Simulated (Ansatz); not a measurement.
CH$_{4}$FNSi (`C=N[SiH2]F`) from Hartree–Fock to CCSD(T)

Z-matrix (Å, degrees):
```
Si
N 1 1.716
F 1 1.604 2 113.4
H 1 1.478 2 107.9 3 119.0
H 1 1.478 2 107.9 3 -119.0
C 2 1.257 1 129.6 3 -0.0
H 6 1.099 2 124.1 1 0.0
H 6 1.096 2 120.2 1 -180.0
```

Charge 0, multiplicity 1. The structure was optimised at the PBE0-D4/def2-TZVP level. It is one conformer, not always the lowest. Frozen core, restricted reference, the Gaussian-basis code of Ansatz. CBS rows extrapolate triple and quadruple zeta; past MP2 they add the triple-zeta difference.

```tsv
basis	HF (Eh)	MP2 corr.	CCSD corr.	(T)	CCSD(T) total
def2-SVP	-482.82678	-0.57164	-0.60617	-0.01601	-483.44896
def2-TZVPP	-483.17839	-0.72768	-0.75502	-0.02809	-483.96150
def2-QZVPP	-483.19718	-0.78610	–	–	–
CBS(def2)	-483.19977	-0.82937	-0.85670	as TZ	-484.08456
```
